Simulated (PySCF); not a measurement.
Gas-phase reaction: InH₃ + 3 C₃H₄ (propyne) ⇌ In(CH₃)₃ + 2 C₃H₃ (propargyl)

Method: PySCF energies plus ideal-gas RRHO corrections (1 bar). † marks an energy on the PBE0/def2-TZVP geometry and frequencies; other levels use their own. MP2 freezes the core. Open shells (unrestricted): C₃H₃ (propargyl) (multiplicity 2); the rest are closed-shell singlets. B3LYP is the form with VWN-RPA correlation. In: scalar-relativistic def2 core potential, no spin-orbit coupling. InH₃: computed as isolated molecules; such fragments, hydroxides, amides, oligomers or adducts are transient or little studied in the gas. MP2 isn't extrapolated to the basis-set limit. Warning, spin contamination: C₃H₃ (propargyl) (HF/def2-TZVP†, MP2/def2-TZVPP†).

```tsv
level	ΔH°(298 K), kJ
B3LYP/def2-TZVP†	?
BLYP/def2-TZVP†	11
HF/def2-TZVP†	-41
MP2/def2-TZVPP†	?
PBE/def2-SVP	-3
PBE/def2-TZVP†	-14
PBE0/def2-TZVP	?
r2SCAN/def2-TZVP†	?
LDA/def2-TZVP†	-5
ωB97X-V/def2-TZVP†	9
```

Question: What belongs in the gaps?

Answer: 
- B3LYP/def2-TZVP†, ΔH°(298 K), kJ: 8
- MP2/def2-TZVPP†, ΔH°(298 K), kJ: 87
- PBE0/def2-TZVP, ΔH°(298 K), kJ: -19
- r2SCAN/def2-TZVP†, ΔH°(298 K), kJ: -45
